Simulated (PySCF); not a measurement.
**Structure elucidation problem**

Molecular formula: C4H10N2Si. Simulated spectra:

$^{1}$H NMR (500 MHz, computed): δ 10.24 (br s, 1H), 7.71 (d, 1H), 2.67 (m, 1H), 2.48 (m, 1H), 1.89 (m, 1H), 1.06 (m, 1H), 0.85 (br s, 2H), 0.78 (m, 1H), 0.38 (m, 1H).

$^{13}$C{$^{1}$H} NMR (computed): δ 178.7 (CH), 68.2 (CH), 25.7 (CH), 0.8 (CH2).

One computed conformer, averaged over atoms made equivalent by symmetry, fast rotation or ring inversion, no relativistic terms, no solvent. PBE0/pcSseg-1 with gauge-including orbitals; GFN2-xTB geometry; PySCF 2.14.0 with density-fitted response routines.

Referencing at the same level of theory: $^{1}$H (σref 31.72), $^{13}$C (σref 186.93) against TMS.

Problem. Propose a structure and justify it.

Solution. 
1. The formula gives 2 degrees of unsaturation (1 ring in the answer).
2. 4 carbon signals for 4 carbons: no two carbons are equivalent.
3. Carbon types of the structure: 3 × CH, 1 × CH2, leaving 5 H on heteroatoms.
4. δC 178.7: C=N carbon.
5. δC 68.2: sp3 CH bonded to N; deshielded by the electronegative neighbour.
6. δC 25.7, 0.8: three-membered-ring carbon; carbons of three-membered rings are unusually shielded.
7. δH 10.24: hydrogen on an imine nitrogen; exchangeable; this is the value without hydrogen bonding to other molecules.
8. δH 1.89: hydrogen on an sp3 CH bonded to N.
9. δH 1.06, 0.78, 0.38: hydrogen on a three-membered-ring carbon; cyclopropane-type protons are shielded by the ring.
10. δH 0.85: hydrogen on an amine nitrogen; exchangeable, gas-phase position.

These data were computed for `[H]/N=C\[C@@H](N)[C@H]1C[SiH2]1`.

The shifts were computed for this structure.

Exchangeable OH/NH protons stand at their gas-phase positions; hydrogen bonding in a real sample shifts them, mostly to higher δ. Shifts are as computed. Against solution values, carbons near 30 ppm lie about +3 ppm off and those near 130 ppm about +5 ppm. Of 1309 compounds with measured shifts, 239 miss one by over three times the rms of a fit or turn the order of signals round; such compounds aren't used in these exercises. No couplings were computed; multiplicities are counted from neighbouring protons, with m where these are inequivalent, close in shift, in a saturated or five-membered ring or joined by F or P, and br s for small geminal =CH2 splittings.
